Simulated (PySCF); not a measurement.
# ¹⁹F chemical shifts

Level of theory: geometry: GFN2-xTB, shieldings: GIAO PBE0/pcSseg-1, in PySCF (no solvent model, rapidly exchanging positions averaged, relativity neglected, a single conformation).

Shieldings were converted by a linear fit to measured shifts: ¹⁹F: δ = 146.13 − 0.903σ +14.6 on sp3 carbon (rms 6.0 ppm, 223 shifts, 7.0 ppm with the 5 outliers that the fit left out vs CFCl3, solution or neat liquid). A few per cent of atoms miss by over 2 rms, more outside the fitted compound classes.

(1) Give the ¹⁹F shifts of `CC/C(C#N)=C/F`.

(2) Order these by ¹⁹F shift, lowest first.
A. F[C@@H]1CC[SiH2][SiH2][Si@@H]1P
B. C/C(F)=C/CC#N
C. F[C@H]1[SiH2]C[Si@H](P)C[SiH2]1
D. FCc1ccc[nH]1

## Answers

(1) 
| compound | environment | δ (ppm) |
| --- | --- | --- |
| CC/C(C#N)=C/F | vinylic fluorine | -97.1 |

(2) C (-270.1 ppm, fluorine on an sp3 carbon), A (-223.2 ppm, fluorine on an sp3 carbon), D (-203.8 ppm, fluorine on an sp3 carbon), B (-98.3 ppm, vinylic fluorine).
